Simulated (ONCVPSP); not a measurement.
Mg (Z = 12): ONCV pseudisation with PBE, fully relativistic reference atom.

The input file (ONCVPSP 4.0.1):

```
# ATOM AND REFERENCE CONFIGURATION
# atsym  z   nc   nv     iexc    psfile
  Mg 12.00    1    3        4      upf
#
#   n    l    f
    1    0    2.00
    2    0    2.00
    2    1    6.00
    3    0    2.00
#
# PSEUDOPOTENTIAL AND OPTIMIZATION
# lmax
    2
#
#   l,   rc,      ep,       ncon, nbas, qcut
    0    1.15    0.00    3    8   11.10
    1    0.80    0.00    4    7   21.30
    2    1.10    0.12    3    7    9.10
#
# LOCAL POTENTIAL
# lloc, lpopt,  rc(5),   dvloc0
    4    5    0.65    4.00
#
# VANDERBILT-KLEINMAN-BYLANDER PROJECTORs
# l, nproj, debl
    0    2    2.00
    1    3    2.00
    2    2    2.50
#
# MODEL CORE CHARGE
# icmod, fcfact, rcfact
    3    3.50    1.45
#
# LOG DERIVATIVE ANALYSIS
# epsh1, epsh2, depsh
   -4.00    5.00    0.02
#
# OUTPUT GRID
# rlmax, drl
    6.00    0.01
#
# TEST CONFIGURATIONS
# ncnf
    4
# nvcnf
#   n    l    f
    3
    2    0    2.00
    2    1    6.00
    3    0    1.00
#
    3
    2    0    2.00
    2    1    6.00
    3    0    0.00
#
    3
    2    0    2.00
    2    1    6.00
    3    0    1.50
#
    3
    2    0    2.00
    2    1    5.00
    3    0    2.00
#
```

Command:

```bash
oncvpspr.x < Mg.dat > Mg.out
```

The program printed (shortened: citation, most of the input echo, consistency checks and plot data are left out):

```
ONCVPSP  (Optimized Norm-Conservinng Vanderbilt PSeudopotential)
relativistic version 4.0.1

#   n    l    f        energy (Ha)
    1    0    2.00    -4.6288716D+01
    2    0    2.00    -2.9340724D+00
    2    1    6.00    -1.7092949D+00    -1.7198916D+00
    3    0    2.00    -1.7291926D-01

Reference configufation results
  iterations    25
  all-electron total energy (Ha)   -2.00279962D+02

Begin loop to  construct optimized pseudo wave functions
and semi-local pseudopoentials for all angular momenta

Calculating optimized projector #   1

 for l=   0

    Fraction of norm inside rc  0.916461
    Optimizing pswf for qcut=  11.10 a_B^-1,  ecut=  61.65 Ha
    Residual kinetic energy error=  5.26D-08 Ha

    Energy error per electron        Cutoff
         Ha          eV             Ha
         0.01000     0.27211       15.31
         0.00100     0.02721       20.29
         0.00010     0.00272       27.32
         0.00001     0.00027       44.70

Calculating optimized projector #   2

 for l=   0

    Fraction of norm inside rc  0.025527
    Optimizing pswf for qcut=  11.10 a_B^-1,  ecut=  61.65 Ha
    Residual kinetic energy error=  1.20D-08 Ha

    Energy error per electron        Cutoff
         Ha          eV             Ha
         0.01000     0.27211        9.41
         0.00100     0.02721       14.59
         0.00010     0.00272       20.20
         0.00001     0.00027       43.07

   Wellstate for l =  1  n =  3 kap= -2
     eigenvalue =   0.2907
     asymptotic potential =   0.7907
     half-point radius =  3.2002

   Wellstate for l =  1  n =  4 kap= -2
     eigenvalue =   2.2907
     asymptotic potential =   2.7907
     half-point radius =  2.6463

Calculating optimized projector #   1

 for l=   1

    Fraction of norm inside rc  0.689922
    Optimizing pswf for qcut=  21.33 a_B^-1,  ecut= 227.38 Ha
    Residual kinetic energy error=  1.19D-08 Ha

    Energy error per electron        Cutoff
         Ha          eV             Ha
         0.01000     0.27211      104.05
         0.00100     0.02721      132.79
         0.00010     0.00272      156.41
         0.00001     0.00027      176.81

Calculating optimized projector #   2

 for l=   1

    Fraction of norm inside rc  0.047372
    Optimizing pswf for qcut=  21.33 a_B^-1,  ecut= 227.38 Ha
    Residual kinetic energy error=  7.08D-10 Ha

    Energy error per electron        Cutoff
         Ha          eV             Ha
         0.01000     0.27211       74.83
         0.00100     0.02721      109.58
         0.00010     0.00272      138.52
         0.00001     0.00027      164.13

Calculating optimized projector #   3

 for l=   1

    Fraction of norm inside rc  0.043950
    Optimizing pswf for qcut=  21.33 a_B^-1,  ecut= 227.38 Ha
    Residual kinetic energy error=  4.18D-09 Ha

    Energy error per electron        Cutoff
         Ha          eV             Ha
         0.01000     0.27211       82.92
         0.00100     0.02721      117.75
         0.00010     0.00272      147.64
         0.00001     0.00027      172.97

   Wellstate for l =  1  n =  3 kap=  1
     eigenvalue =   0.2801

   Wellstate for l =  1  n =  4 kap=  1
     eigenvalue =   2.2896

Calculating optimized projector #   1

 for l=   1

    Fraction of norm inside rc  0.692116
    Optimizing pswf for qcut=  21.33 a_B^-1,  ecut= 227.38 Ha
    Residual kinetic energy error=  1.20D-08 Ha

    Energy error per electron        Cutoff
         Ha          eV             Ha
         0.01000     0.27211      104.35
         0.00100     0.02721      133.03
         0.00010     0.00272      156.64
         0.00001     0.00027      177.00

Calculating optimized projector #   2

 for l=   1

    Fraction of norm inside rc  0.047167
    Optimizing pswf for qcut=  21.33 a_B^-1,  ecut= 227.38 Ha
    Residual kinetic energy error=  7.25D-10 Ha

    Energy error per electron        Cutoff
         Ha          eV             Ha
         0.01000     0.27211       75.08
         0.00100     0.02721      109.81
         0.00010     0.00272      138.76
         0.00001     0.00027      164.32

Calculating optimized projector #   3

 for l=   1

    Fraction of norm inside rc  0.043868
    Optimizing pswf for qcut=  21.33 a_B^-1,  ecut= 227.38 Ha
    Residual kinetic energy error=  4.29D-09 Ha

    Energy error per electron        Cutoff
         Ha          eV             Ha
         0.01000     0.27211       83.19
         0.00100     0.02721      118.01
         0.00010     0.00272      147.88
         0.00001     0.00027      173.18

   Wellstate for l =  2  n =  3 kap= -3
     eigenvalue =   0.1200
     asymptotic potential =   0.6200
     half-point radius = 11.3882

   Wellstate for l =  2  n =  4 kap= -3
     eigenvalue =   2.6200
     asymptotic potential =   3.1200
     half-point radius =  2.6436

Calculating optimized projector #   1

 for l=   2

    Fraction of norm inside rc  0.001233
    Optimizing pswf for qcut=   9.10 a_B^-1,  ecut=  41.38 Ha
    Residual kinetic energy error=  1.90D-07 Ha

    Energy error per electron        Cutoff
         Ha          eV             Ha
         0.01000     0.27211        1.17
         0.00100     0.02721        5.18
         0.00010     0.00272       14.93
         0.00001     0.00027       26.94

Calculating optimized projector #   2

 for l=   2

    Fraction of norm inside rc  0.120423
    Optimizing pswf for qcut=   9.10 a_B^-1,  ecut=  41.38 Ha
    Residual kinetic energy error=  1.26D-04 Ha

    Energy error per electron        Cutoff
         Ha          eV             Ha
         0.01000     0.27211       21.47
         0.00100     0.02721       32.95
         0.00010     0.00272       42.55
         0.00001     0.00027       75.30

   Wellstate for l =  2  n =  3 kap=  2
     eigenvalue =   0.1200

   Wellstate for l =  2  n =  4 kap=  2
     eigenvalue =   2.6200

Calculating optimized projector #   1

 for l=   2

    Fraction of norm inside rc  0.001234
    Optimizing pswf for qcut=   9.10 a_B^-1,  ecut=  41.38 Ha
    Residual kinetic energy error=  1.91D-07 Ha

    Energy error per electron        Cutoff
         Ha          eV             Ha
         0.01000     0.27211        1.17
         0.00100     0.02721        5.18
         0.00010     0.00272       14.95
         0.00001     0.00027       26.96

Calculating optimized projector #   2

 for l=   2

    Fraction of norm inside rc  0.120510
    Optimizing pswf for qcut=   9.10 a_B^-1,  ecut=  41.38 Ha
    Residual kinetic energy error=  1.26D-04 Ha

    Energy error per electron        Cutoff
         Ha          eV             Ha
         0.01000     0.27211       21.49
         0.00100     0.02721       32.97
         0.00010     0.00272       42.57
         0.00001     0.00027       75.39

Construct Vanderbilt / Kleinmman-Bylander projectors

B matrix Hermiticity error, ll=  0  kap= -1
   1   2    1.5240D-04

  Orthonormal projector coefficients  7.2037E+00  1.1098E+00

B matrix Hermiticity error, ll=  1  kap= -2
   1   2    1.5781D-04
   1   3   -3.5020D-04
   2   3    5.7523D-05

  Orthonormal projector coefficients -2.6120E+01 -1.0666E+01 -1.8368E+00

B matrix Hermiticity error, ll=  1  kap=  1
   1   2    1.5880D-04
   1   3   -3.5167D-04
   2   3    5.7483D-05

  Orthonormal projector coefficients -2.6064E+01 -1.0597E+01 -1.8128E+00

B matrix Hermiticity error, ll=  2  kap= -3
   1   2    5.9614D-06

  Orthonormal projector coefficients -3.8457E+00 -9.9862E-01

B matrix Hermiticity error, ll=  2  kap=  2
   1   2    5.9651D-06

  Orthonormal projector coefficients -3.8254E+00 -9.9522E-01

 Orthonormal scalar projector coefficients, l =  1
 -2.6101E+01 -1.0643E+01 -1.8290E+00 -1.6980E-05 -2.1254E-07 -1.0370E-08

 Orthonormal spin-orbit projector coefficients, l =  1
 -1.7295E-01  5.8334E-02  1.4203E-02  1.2094E-03 -1.0203E-04 -8.6023E-06

 Orthonormal scalar projector coefficients, l =  2
 -3.8375E+00 -9.9727E-01 -2.4468E-06 -7.0598E-07

 Orthonormal spin-orbit projector coefficients, l =  2
 -1.0621E-02  1.7122E-03 -7.8151E-04  2.0674E-04

Model core correction analysis
  based on d2Exc/dn_idn_j

d2excae - all-electron derivatives

   -5.338267D-02   -4.755943D-02   -2.226468D-03
   -4.755983D-02   -5.014914D-02   -2.579738D-03
   -2.225947D-03   -2.579152D-03   -3.627877D-02

d2excps - pseudofunction derivatives with no core correction

   -6.935056D-02   -6.577566D-02   -2.817289D-03
   -6.577702D-02   -6.701128D-02   -3.258414D-03
   -2.816444D-03   -3.257730D-03   -3.727332D-02

rms 2nd derivative error    1.157397E-02

rmatch, rhocmatch    0.2149   85.7430

Teter function model core charge with specified parameters

d2excps - pseudofunction derivatives with core correction

   -6.512172D-02   -6.473392D-02   -2.592155D-03
   -6.473393D-02   -6.670109D-02   -3.196743D-03
   -2.591417D-03   -3.196065D-03   -3.726144D-02

rms 2nd derivative error    1.056030E-02

Pseudoatom total energy  -63.507277

Diagnostic tests using Vanderbilt-Kleinman-Bylander pseudopotentials
  relativistic with J = L +/- 1/2 projectors

   l  kap   rcore       rmatch      e in        delta e    norm test   slope test

   0  -1   1.1543454   1.1893939  -2.9340724   0.0000056   1.0001241   1.0001199
   0  -1   1.1543454   1.1893939  -0.1729193   0.0000034   1.0000412   1.0000326

   1  -2   0.8014178   0.8257505  -1.7092949  -0.0000623   1.0001157   1.0001759
   1   1   0.8014178   0.8257505  -1.7198916  -0.0000095   1.0001259   1.0001192
   1  -2   0.8014178   0.8257505   0.2907051  -0.0000336   1.0002689   1.0002689
   1   1   0.8014178   0.8257505   0.2896111  -0.0000321   1.0002707   1.0002707
   1  -2   0.8014178   0.8257505   2.2907051  -0.0000593   1.0003748   1.0003748
   1   1   0.8014178   0.8257505   2.2893053  -0.0000557   1.0003736   1.0003736

   2  -3   1.1004035   1.1338141   0.1200000  -0.0001055   1.0000575   1.0000575
   2   2   1.1004035   1.1338141   0.1199966  -0.0000854   1.0000591   1.0000591
   2  -3   1.1004035   1.1338141   2.6200000  -0.0000146   1.0001226   1.0001226
   2   2   1.1004035   1.1338141   2.6198247  -0.0000023   1.0001239   1.0001239

Diagnostic tests using Vanderbilt-Kleinman-Bylander pseudopotentials
  relativistic with scalar and spin-orbit non-local projectors

   l  kap   rcore       rmatch      e in        delta e    norm test   slope test

   0  -1   1.1543454   1.1893939  -2.9340724   0.0000056   1.0001241   1.0001199
   0  -1   1.1543454   1.1893939  -0.1729193   0.0000034   1.0000412   1.0000326

   1  -2   0.8014178   0.8257505  -1.7092949  -0.0000576   1.0001161   1.0001792
   1   1   0.8014178   0.8257505  -1.7198916  -0.0000113   1.0001257   1.0001179
   1  -2   0.8014178   0.8257505   0.2907051  -0.0000298   1.0002697   1.0002697
   1   1   0.8014178   0.8257505   0.2896111  -0.0000334   1.0002704   1.0002704
   1  -2   0.8014178   0.8257505   2.2907051  -0.0000581   1.0003753   1.0003753
   1   1   0.8014178   0.8257505   2.2893053  -0.0000561   1.0003734   1.0003734

   2  -3   1.1004035   1.1338141   0.1200000  -0.0001042   1.0000575   1.0000575
   2   2   1.1004035   1.1338141   0.1199966  -0.0000841   1.0000591   1.0000591
   2  -3   1.1004035   1.1338141   2.6200000  -0.0000133   1.0001225   1.0001225
   2   2   1.1004035   1.1338141   2.6198247  -0.0000010   1.0001239   1.0001239

Ghost test for J = L + 1/2

 Testing for bound ghosts
   n   l    E NL Schr. Eq   E Basis Diag.   E Cutoff

   1   0       -2.934067       -2.934032    197.58
   2   0       -0.172916        0.128564    197.58

   2   1       -1.709357       -1.699381    470.39

 Testing for highly-localized positive-energy ghosts
       l    <radius>/rc     E Basis Diag.   E Cutoff

Ghost test for J = L - 1/2

 Testing for bound ghosts
   n   l    E NL Schr. Eq   E Basis Diag.   E Cutoff

   1   0       -2.934067       -2.934032    197.58
   2   0       -0.172916        0.128564    197.58

   2   1       -1.719901       -1.710119    470.39

 Testing for highly-localized positive-energy ghosts
       l    <radius>/rc     E Basis Diag.   E Cutoff

Test configuration 0

   n   l kap    f        eae           eps        diff
   1   0  -1  2.0000  -46.28871596
   2   0  -1  2.0000   -2.93407239   -2.93406677    5.61E-06
   2   1  -2  4.0000   -1.70929491   -1.70935723   -6.23E-05
   2   1   1  2.0000   -1.71989157   -1.71990104   -9.46E-06
   3   0  -1  2.0000   -0.17291926   -0.17291585    3.41E-06

    Total energies and differences
      AE_ref= -2.00279962E+02  AE_tst= -2.00279962E+02  dif=  0.00E+00
      PS_ref= -6.35072775E+01  PS_tst= -6.35072775E+01  dif=  1.28E-13
      PSP excitation error= -1.28E-13

Test configuration 1

   n   l kap    f        eae           eps        diff
   1   0  -1  2.0000  -46.62756363
   2   0  -1  2.0000   -3.26737158   -3.26759862   -2.27E-04
   2   1  -2  4.0000   -2.04231364   -2.04251384   -2.00E-04
   2   1   1  2.0000   -2.05293987   -2.05308760   -1.48E-04
   3   0  -1  1.0000   -0.41812610   -0.41812896   -2.86E-06

    Total energies and differences
      AE_ref= -2.00279962E+02  AE_tst= -1.99987432E+02  dif=  2.93E-01
      PS_ref= -6.35072775E+01  PS_tst= -6.32147494E+01  dif=  2.93E-01
      PSP excitation error=  1.57E-06

Test configuration 2

   n   l kap    f        eae           eps        diff
   1   0  -1  2.0000  -47.04432568
   2   0  -1  2.0000   -3.67357613   -3.67425953   -6.83E-04
   2   1  -2  4.0000   -2.44761538   -2.44815292   -5.38E-04
   2   1   1  2.0000   -2.45830807   -2.45879434   -4.86E-04
   3   0  -1  0.0000   -0.67262735   -0.67262735    0.00E+00

    Total energies and differences
      AE_ref= -2.00279962E+02  AE_tst= -1.99435274E+02  dif=  8.45E-01
      PS_ref= -6.35072775E+01  PS_tst= -6.26625769E+01  dif=  8.45E-01
      PSP excitation error= -1.22E-05

Test configuration 3

   n   l kap    f        eae           eps        diff
   1   0  -1  2.0000  -46.44747514
   2   0  -1  2.0000   -3.09068150   -3.09076521   -8.37E-05
   2   1  -2  4.0000   -1.86579780   -1.86591141   -1.14E-04
   2   1   1  2.0000   -1.87640585   -1.87646674   -6.09E-05
   3   0  -1  1.5000   -0.29103688   -0.29103459    2.29E-06

    Total energies and differences
      AE_ref= -2.00279962E+02  AE_tst= -2.00164418E+02  dif=  1.16E-01
      PS_ref= -6.35072775E+01  PS_tst= -6.33917347E+01  dif=  1.16E-01
      PSP excitation error=  1.52E-06

Test configuration 4

   n   l kap    f        eae           eps        diff
   1   0  -1  2.0000  -47.44560504
   2   0  -1  2.0000   -3.82377320   -3.82971149   -5.94E-03
   2   1  -2  3.3333   -2.61303509   -2.60780692    5.23E-03
   2   1   1  1.6667   -2.62475553   -2.61938110    5.37E-03
   3   0  -1  2.0000   -0.52196828   -0.52217375   -2.05E-04

    Total energies and differences
      AE_ref= -2.00279962E+02  AE_tst= -1.98128586E+02  dif=  2.15E+00
      PS_ref= -6.35072775E+01  PS_tst= -6.13581934E+01  dif=  2.15E+00
      PSP excitation error=  2.29E-03
```

The run took about 8.7 s on one core of a shared server CPU.
